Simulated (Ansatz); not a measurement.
Cost and result for the atomization energy of CH5GaOSSi (`O[SiH2][Ga]1[CH2][S]1`) (10 atoms, 10 bonds).

| atom | x (Å) | y (Å) | z (Å) |
| --- | --- | --- | --- |
| O1 | -0.369 | 2.088 | 1.759 |
| Si2 | -0.595 | 0.458 | 1.688 |
| Ga3 | 0.192 | -0.509 | -0.341 |
| C4 | 0.802 | -0.844 | -2.162 |
| S5 | 0.677 | -2.445 | -1.216 |
| H6 | -0.760 | 2.633 | 1.076 |
| H7 | -2.033 | 0.085 | 1.808 |
| H8 | 0.166 | -0.103 | 2.827 |
| H9 | 0.103 | -0.776 | -2.991 |
| H10 | 1.818 | -0.589 | -2.448 |

Charge 0, multiplicity 1. Correlated methods include outer-core shells of Ga, which these sets cover unevenly. Scalar relativity is left out up to krypton. Geometry: relaxed with PBE0-D4/def2-TZVP. It is one conformer, not always the lowest. Program: Ansatz. All runs use 4 threads of a server CPU on a shared host. Times are those of one run each, without the atoms' runs, and a repeat can differ threefold. Electronic energies, without spin–orbit coupling; frozen cores. CCSD(T)/CBS adds CCSD(T) − MP2 in def2-TZVPP to the MP2 limit, and its time is that of the two runs behind it. T1 = 0.015. With those shells the extrapolation isn't a true limit. B3LYP takes the VWN-RPA correlation (the form of Gaussian; ORCA's B3LYP/G).

CCSD(T)/CBS is a level of theory with its own doubt, some kJ/mol a heavy atom from the limit and from the frozen cores, so smaller differences don't rank the functionals.

```
                            level  functions  wall time
           LDA (SPW92)/def2-TZVPP        264      1.6 s
               BLYP-D4/def2-TZVPP        264      2.6 s
             revPBE-D4/def2-TZVPP        264      2.7 s
          CAM-B3LYP-D4/def2-TZVPP        264      5.5 s
               PBE0-D4/def2-TZVPP        264        6 s
                B2PLYP/def2-TZVPP        264      7.5 s
B3LYP-D4/def2-TZVPP (with forces)        264        9 s
                 CCSD(T)/def2-SVP        121      9.5 s
               ωB97X-V/def2-TZVPP        264       11 s
 ωB97M-V/def2-TZVPP (with forces)        264       16 s
                   MP2/def2-QZVPP        493       31 s
               CCSD(T)/def2-TZVPP        264    4.6 min
                CCSD(T)/CBS(def2)          –    5.1 min
```

Task: What atomization energy does each give, and how far from CCSD(T)/CBS? (Best estimate.)

Result: Computed: 
```json
{"level": "LDA (SPW92)/def2-TZVPP", "atomization (kJ/mol)": "3798.7", "difference from CCSD(T)/CBS": "485.4", "per bond": "48.5"}
{"level": "BLYP-D4/def2-TZVPP", "atomization (kJ/mol)": "3255.2", "difference from CCSD(T)/CBS": "-58.1", "per bond": "-5.8"}
{"level": "revPBE-D4/def2-TZVPP", "atomization (kJ/mol)": "3257.7", "difference from CCSD(T)/CBS": "-55.6", "per bond": "-5.6"}
{"level": "CAM-B3LYP-D4/def2-TZVPP", "atomization (kJ/mol)": "3274.9", "difference from CCSD(T)/CBS": "-38.4", "per bond": "-3.8"}
{"level": "PBE0-D4/def2-TZVPP", "atomization (kJ/mol)": "3285.4", "difference from CCSD(T)/CBS": "-27.9", "per bond": "-2.8"}
{"level": "B2PLYP/def2-TZVPP", "atomization (kJ/mol)": "3239.7", "difference from CCSD(T)/CBS": "-73.6", "per bond": "-7.4"}
{"level": "B3LYP-D4/def2-TZVPP (with forces)", "atomization (kJ/mol)": "3261.7", "difference from CCSD(T)/CBS": "-51.6", "per bond": "-5.2"}
{"level": "CCSD(T)/def2-SVP", "atomization (kJ/mol)": "3038.4", "difference from CCSD(T)/CBS": "-274.9", "per bond": "-27.5"}
{"level": "ωB97X-V/def2-TZVPP", "atomization (kJ/mol)": "3309.1", "difference from CCSD(T)/CBS": "-4.2", "per bond": "-0.4"}
{"level": "ωB97M-V/def2-TZVPP (with forces)", "atomization (kJ/mol)": "3294.6", "difference from CCSD(T)/CBS": "-18.7", "per bond": "-1.9"}
{"level": "MP2/def2-QZVPP", "atomization (kJ/mol)": "3337.8", "difference from CCSD(T)/CBS": "24.5", "per bond": "2.4"}
{"level": "CCSD(T)/def2-TZVPP", "atomization (kJ/mol)": "3212.5", "difference from CCSD(T)/CBS": "-100.8", "per bond": "-10.1"}
{"level": "CCSD(T)/CBS(def2)", "atomization (kJ/mol)": "3313.3", "difference from CCSD(T)/CBS": "0.0", "per bond": "0.0"}
```

At CCSD(T), def2-SVP lies −274.9 kJ/mol from the extrapolated value and def2-TZVPP −100.9 kJ/mol: correlation converges slowly with the basis, and small sets miss more of it in the bonded molecule than in its fragments. From PBE to PBE0 (25 % exact exchange), in def2-TZVPP and without D4, the atomization energy moves by −57.5 kJ/mol: exact exchange takes away binding that semilocal exchange gives to molecules. In def2-TZVPP, CCSD(T) changes the Hartree–Fock value by +908.5 kJ/mol (the triples alone add +63.4 kJ/mol) and MP2 by +974.6 kJ/mol; breaking electron pairs costs correlation energy, which Hartree–Fock lacks.
